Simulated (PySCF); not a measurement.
NMR data simulated for an unnamed compound:

$^{1}$H NMR (300 MHz, computed): δ 11.33 (br s, 1H), 8.99 (s, 1H), 8.21 (s, 1H), 4.82 (s, 3H).

$^{13}$C{$^{1}$H} NMR (computed): δ 149.7 (C), 141.1 (C), 141.0 (C), 134.0 (CH), 124.8 (C), 121.6 (CH), 117.7 (C).

PySCF calculation with coordinates at the GFN2-xTB level and shielding tensors at PBE0/pcSseg-1 (GIAO); a single conformation, non-relativistic Hamiltonian, no solvent, fast rotation and ring inversion assumed for equivalent nuclei.

Scale: TMS for $^{1}$H (31.72 ppm) and $^{13}$C (186.93 ppm) (reference shieldings calculated alike).

Problem. Which of these does the molecule contain: a C≡C triple bond, an NH or NH2 group, a vinyl group CH=CH2, a CF3 group, a nitrile, a Si–H bond?

Solution. 
- A C≡C triple bond: no.
- An NH or NH2 group: yes (δH 11.33 (br s)).
- A vinyl group CH=CH2: no.
- A CF3 group: no.
- A nitrile: yes (δC 124.8).
- A Si–H bond: yes (δH 4.82 (s)).

The data belong to `N#Cc1cc2nn[nH]c2cc1[SiH3]`, C₇H₆N₄Si; they needn't prove each group on their own.

Carbon signals by region: 7 in the sp2 and nitrile region (100–160 ppm).

The OH or NH signal is concentration- and solvent-dependent in practice; the value given is the gas-phase one. Shifts are as computed. Against solution values, carbons near 30 ppm lie about +3 ppm off and those near 130 ppm about +5 ppm. Of 1211 compounds with measured shifts, 218 miss one by over three times the rms of a fit or turn the order of signals round; such compounds aren't used in these exercises. No couplings were computed; multiplicities are counted from neighbouring protons, with m where these are inequivalent, close in shift, in a saturated or five-membered ring or joined by F or P, and br s for small geminal =CH2 splittings.
